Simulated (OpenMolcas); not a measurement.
# Ionisation energies of nitrogen

```yaml
Program: OpenMolcas
Basis: ANO-RCC-VDZP [3s2p1d]
Scalar_Hamiltonian: DKH2, point nucleus
Spin-orbit_coupling: RASSI with atomic mean-field integrals over the reference wave functions, term energies averaged over their components
```

Active shells in each charge state: the valence s, p shells, with orbitals averaged over the low states. Where CASPT2's correlated closed shells are named, they are those of the first ion.

A. CASSCF
B. SS-CASPT2, IPEA 0.25 Eh, imaginary shift 0.1 Eh (closed shells correlated: 1s)
C. SS-CASPT2, IPEA 0 Eh, imaginary shift 0.1 Eh (closed shells correlated: 1s)
D. SS-CASPT2, IPEA 0.25 Eh, imaginary shift 0.1 Eh (closed shells correlated: none)

Energies in eV between the lowest computed levels, named as in B; reference values from the NIST Atomic Spectra Database with their kind.

```
              From                  To       A       B       C       D  Spin-orbit share in B                Reference
    N+ 2s2 2p2 3P0  N2+ 2s2 2p 2P* 1/2  28.404  29.160  29.232  29.150                 -0.002  29.601 (semi-empirical)
N2+ 2s2 2p 2P* 1/2         N3+ 2s2 1S0  46.390  47.050  47.112  47.041                 +0.014  47.445 (semi-empirical)
       N3+ 2s2 1S0       N4+ 2s 2S 1/2  77.465  77.475  77.476  77.490                 +0.000        77.474 (measured)
     N4+ 2s 2S 1/2         N5+ 1s2 1S0  97.449  97.459  97.459  97.449                 +0.000        97.890 (measured)
```

Steps that some method lacks are left out, and so are those with a state whose active s or d shell is doubly occupied in every root (s and p with five to eight electrons, d10) over a frozen core shell of the same l, since the two then mix freely.

Error against the reference values, in %:

```
From       Reference     A     B     C     D
  N+  semi-empirical  -4.0  -1.5  -1.2  -1.5
 N2+  semi-empirical  -2.2  -0.8  -0.7  -0.9
 N3+        measured     0     0     0     0
 N4+        measured  -0.5  -0.4  -0.4  -0.5
```

Mean absolute error over the 2 measured values: A 0.22 eV, B 0.22 eV, C 0.22 eV, D 0.23 eV.

* marks odd parity.
